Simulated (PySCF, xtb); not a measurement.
F2H3Si2+: which of two structures lies lower

We compare I, `F[Si+](F)[SiH3]`, a singlet, with II, a singlet given by its coordinates. Both are isolated ions in the gas phase, relaxed with PBE-D3(BJ)/def2-SVP.

I (Å):

```xyz
7

F    -1.5973   -1.7209   -1.4169
F     0.3696   -2.3824    0.2072
Si   -0.3689   -1.1950   -0.5525
Si    0.2571    1.1093   -0.3783
H    -0.1528    1.6187   -1.7212
H     1.7177    0.9894   -0.0907
H    -0.6125    1.5123    0.7723
```

II (Å):

```yaml
atoms:
  - { symbol: F, position_ang: [-1.1549, -1.4406, -2.4985] }
  - { symbol: F, position_ang: [-0.7773, 0.7497, -0.8405] }
  - { symbol: Si, position_ang: [-0.6170, -1.0821, -1.0335] }
  - { symbol: Si, position_ang: [1.0799, 0.4273, -0.8961] }
  - { symbol: H, position_ang: [-1.3952, -1.7203, 0.0604] }
  - { symbol: H, position_ang: [1.5757, 1.0758, -2.1430] }
  - { symbol: H, position_ang: [1.6202, 0.8496, 0.4276] }
```

Close contacts (Å): F1–Si3 1.60, F2–Si3 1.85, F2–Si4 1.89, Si3–Si4 2.28, Si3–H5 1.49, Si4–H6 1.49, Si4–H7 1.49.

Which of the two would you expect CCSD(T)/def2-SVP + ΔMP2/def2-TZVPP electronic energies to favour?

Structure I; the calculation gives E(II) − E(I) = +0.625 eV.

The same difference at several levels:

```json
{"level": "PBE-D3(BJ)/def2-SVP", "geometry": "PBE-D3(BJ)/def2-SVP", "E(II) − E(I) (eV)": "+0.395", "departure from the last row (eV)": "−0.230", "job, with rough time for the two": "optimisation, 3.7 min"}
{"level": "HF/def2-SVP", "geometry": "PBE-D3(BJ)/def2-SVP", "E(II) − E(I) (eV)": "+0.481", "departure from the last row (eV)": "−0.144", "job, with rough time for the two": "part of the CCSD(T) run"}
{"level": "MP2/def2-SVP", "geometry": "PBE-D3(BJ)/def2-SVP", "E(II) − E(I) (eV)": "+0.451", "departure from the last row (eV)": "−0.175", "job, with rough time for the two": "part of the CCSD(T) run"}
{"level": "CCSD(T)/def2-SVP", "geometry": "PBE-D3(BJ)/def2-SVP", "E(II) − E(I) (eV)": "+0.459", "departure from the last row (eV)": "−0.166", "job, with rough time for the two": "single point"}
{"level": "CCSD(T)/def2-SVP + ΔMP2/def2-TZVPP", "geometry": "PBE-D3(BJ)/def2-SVP", "E(II) − E(I) (eV)": "+0.625", "departure from the last row (eV)": "", "job, with rough time for the two": "single point, 40 s"}
```

The levels shown agree on the order. The largest departure from CCSD(T)/def2-SVP + ΔMP2/def2-TZVPP is that of PBE-D3(BJ)/def2-SVP, 0.230 eV. No reliable frequencies are at hand for II, so it isn't confirmed as a minimum. Levels run at GFN2-xTB geometries aren't shown. The last row adds to CCSD(T) the change of the MP2 difference between the two basis sets, here +0.166 eV, a large step that makes the value less sure.

The correlated steps freeze 12 core orbitals. Codes used: PySCF 2.14.0, xtb 6.7.1; the last row on 2 threads of Arm Neoverse V1 on a shared host.
